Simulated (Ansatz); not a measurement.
A geometry relaxed with B3LYP-D3(BJ)/def2-TZVP (Ansatz, a first-principles code), charge 0, multiplicity 1:

```xyz
10

O      1.7651    -0.4518     1.5034
C     -0.6819    -0.4146    -1.2158
H      1.9044    -1.1760     0.8866
H     -1.3173     1.3472    -0.0369
Si     0.5243     0.5858     1.2216
H      0.0876    -1.1896    -1.1792
H      0.5245     1.5832     2.2952
H     -1.6496    -0.9259    -1.2296
H     -0.5767     0.0935    -2.1796
C     -0.5805     0.5483    -0.0657
```

**Question.** Write the SMILES of this molecule.

**Answer.** `C/C=[SiH]\O`
